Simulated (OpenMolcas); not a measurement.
Computed levels of neutral potassium

| Property | Result |
| --- | --- |
| Program | OpenMolcas |
| Method | CASSCF |
| Basis | ANO-RCC-VQZP [7s6p3d2f1g] |
| Scalar Hamiltonian | DKH2, point nucleus |
| Active space | 1 electron in 9 orbitals (3d 4s 4p) |
| State averaging | 2S+1 = 2 even, 1 root; 2S+1 = 2 odd, 3 roots |
| Spin-orbit coupling | RASSI with atomic mean-field integrals over the reference wave functions, term energies averaged over their components |

Spin-free terms above the lowest, with the occupations of the reference:

```tsv
Configuration	Term	E (cm-1)	Occupations
4s	2S	0.0	4s 1.00
4p	2P*	11519	4p 1.00
```

With spin-orbit coupling, above the lowest level:

```
Configuration  Term    J  E (cm-1)  Measured (cm-1)      g  Term weight %
           4s    2S  1/2       0.0              0.0  2.002            100
           4p   2P*  1/2     11496            12985  0.666            100
           4p   2P*  3/2     11531            13043  1.334            100
```

Against the 2 measured excited levels shown (NIST Handbook of Basic Atomic Spectroscopic Data) the mean absolute deviation is 1500 cm-1; the largest miss in energy is 4p 2P* 3/2: computed 11531, measured 13043 cm-1 (-11.6 %).

ANO sets are built for ground and valence states and can reach diffuse excited orbitals poorly. With one active electron the reference holds no correlation, so core polarisation is missing. No level of 3d was computed, though it lies in the active space. Measured partners are found by configuration, term and J. A level has none where our copy of the source lacks it or the pairing is in doubt (some pairs that miss far off the trend of their configuration count as doubtful), and it then counts in no deviation. Levels of configurations outside the active space are missing. The first state left out of the spin-orbit step lies near 62000 cm-1 above the lowest spin-free state of the reference (among the parities and spins computed), and the list stops at four fifths of that energy or lower.

The RASSCF and RASSI steps took 9.7 s on 1 thread of Arm Neoverse V2 (shared host); the integral step is not counted.

The term weight is that of the spin-free term in the level, not the purity of its configuration. * marks odd parity.
